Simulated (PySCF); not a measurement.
`C(=C\Cl)/C=C/Br`, C₄H₄BrCl

Cartesian coordinates in Å; atom numbers follow the order of the lines, from 1:
```xyz
10

Cl   -2.6580   -2.7042    0.4269
C    -1.8896   -1.2130    0.0602
C    -0.5795   -0.9932    0.2474
C     0.0464    0.2726   -0.0699
C     1.3555    0.4980    0.1141
Br    2.1855    2.1235   -0.2892
H    -2.5666   -0.4545   -0.3418
H     0.0442   -1.7957    0.6540
H    -0.5849    1.0698   -0.4761
H     2.0387   -0.2546    0.5152
```

Computed, not measured: PySCF, quadratic response CAM-B3LYP/def2-TZVPD first hyperpolarisability, Taylor convention, gas phase. Geometry: PBE0-D3(BJ)/def2-SVP.

The calculation is non-relativistic, which matters for the atoms heavier than Zn.

**Question.** Give β for the processes computed.

**Answer.** In 10⁻³⁰ esu, Taylor convention; the vector part is βᵢ = ⅓ Σⱼ (βᵢⱼⱼ + βⱼᵢⱼ + βⱼⱼᵢ); β∥ is 3/5 of the vector part along the dipole, the dipole points from − to +:
```
                   process  λ (nm)  β vector norm    β∥  β HRS  depolarisation ratio
           static β(0;0,0)       ∞           0.80  0.35   0.33                  5.23
second harmonic β(−2ω;ω,ω)    1907           0.79  0.34   0.33                  4.58
         Pockels β(−ω;ω,0)    1907           0.80  0.34      –                     –
second harmonic β(−2ω;ω,ω)    1064           0.71  0.30   0.34                  3.14
         Pockels β(−ω;ω,0)    1064           0.79  0.34      –                     –
```

**Question.** Which lowest excitations, dipole and polarisabilities go with it?

**Answer.** S1 5.13 eV (f = 0.926); S2 5.56 eV (f = 0.001); S3 6.13 eV (f = 0.002); dipole 0.06 D; isotropic α 99.6 au static, 100.2 au at 1907 nm, 101.6 au at 1064 nm, 102.1 au at 953.5 nm, 108.8 au at 532 nm.
